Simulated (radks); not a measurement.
F+, configuration [He] 2s2 2p4 (the NIST ground configuration). All-electron calculation, scalar-relativistic Kohn-Sham, LB94 model potential, spin-polarised, spherical densities, finite nucleus; open shells are filled with parallel spins first; Fermi nuclear charge, rms radius 2.8976 fm. Program: a radial shooting solver on a logarithmic mesh with Libxc functionals.

Normalised radial functions P(r) = r R(r), r in bohr:

```
   r/bohr * 1s down, o 2p down (the largest magnitude, 2.13, reaches the edge; | marks zero, & curves that meet)
 0.008437 o         *
  0.01143 o             *
  0.01562 o                 *
  0.02134 o                       *
  0.02916 o                             *
  0.03951 |o                                   *
  0.05398 |o                                           *
  0.07375 |  o                                               *
   0.1007 |   o                                                  *
   0.1376 |      o                                              *
   0.1865 |         o                                     *
   0.2548 |             o                      *
   0.3482 |                  o   *
   0.4756 |          *           o
   0.6446 |   *                   o
   0.8806 |*                     o
    1.203 *                  o
    1.644 *            o
    2.228 *      o
    3.043 *  o
```

1s down: eigenvalue -713.91 eV, 0 radial nodes, <r> = 0.175 bohr, 90 % of the charge inside 0.313 bohr. 2p down: eigenvalue -34.816 eV, 0 radial nodes, <r> = 0.983 bohr, 90 % of the charge inside 1.70 bohr.
